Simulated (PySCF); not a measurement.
A calculated (PBE, PySCF 2.14, dyall-av3z, the spin-free X2C one-electron Hamiltonian (Gaussian nucleus)) atom or ion has these occupied shells.

```tsv
shell	electrons	orbital energy (eV)	rms radius, mean of both spins (bohr)
1s α	1	-1520.6	0.139
1s β	1	-1520.4	0.139
2s α	1	-118.02	0.685
2s β	1	-117.72	0.685
2p α	3	-79.515	0.679
2p β	3	-79.187	0.679
3s α	1	-16.255	2.50
3p α	1	-10.513	3.00
```

(1) Name the element and its charge.

## Answers

(1) Al⁺ (aluminium, charge +1), in [Ne] 3s1 3p1, high-spin 3P determinant (an excited configuration).
